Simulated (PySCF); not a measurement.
Computed shifts of a molecule C₃H₆BFO₂, PySCF with B3LYP/pcSseg-1, GIAO, gas phase, equivalent atoms averaged, in ppm (number of nuclei): ¹³C: 73.8 (1), 16.0 (2). ¹⁹F: -243.7 (1). ¹H: 5.56 (1), 3.96 (1), 1.34 (2), 1.19 (2). References: ¹⁷O against H2O (σ = 333.8 ppm); ¹¹B against BF3 (σ = 86.3 ppm); ¹³C against TMS (σ = 181.3 ppm); ¹⁹F against CFCl3 (σ = 161.7 ppm); ¹H against TMS (σ = 31.68 ppm), references at their B3LYP-D3(BJ)/def2-TZVP geometries, non-relativistic. Coordinates come from a B3LYP-D3(BJ)/def2-SVP optimisation. The values are those of a single conformer.

Task: Pick the molecule that these values belong to.
(A) C[C@@H]1COB(F)O1
(B) OB1C[C@H](O)[C@H]1F
(C) O[C@@H]1CCOB1F
(D) OB(O)C1(F)CC1

Result: D, OB(O)C1(F)CC1
